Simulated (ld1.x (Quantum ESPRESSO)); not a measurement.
PBEsol RRKJ dataset for carbon (C), scalar-relativistic all-electron reference.

carbon, norm-conserving RRKJ (Kleinman–Bylander form), made with ld1.x (Quantum ESPRESSO) 7.5 (PBEsol, scalar-relativistic). Core [He], reference 2s2 2p1 (charge +1). Waves: 2s (bound): rc 1.05 bohr; 2p (bound): rc 1.55 bohr; 3d channel at 0.25 Ry: rc 1.40 bohr. Local part: the d channel. Core correction: none. rho0 = 0.001.

* Cutoffs needed: 70 Ry and 100 Ry (the cutoffs (Ry, on a coarse ladder) from which the occupation-weighted sum of valence levels, in a spherical-Bessel basis at the reference potential, stays within 10 and 1 mRy of its value at 400 Ry)
* Ghost test: no extra level below or beside the all-electron valence levels (s, p, d, f tested) (spherical-Bessel basis up to 400 Ry, 20 bohr box)
* Largest excitation error: +248 meV (all-electron minus pseudo) for 2s1 2p0, out of 7 test configurations
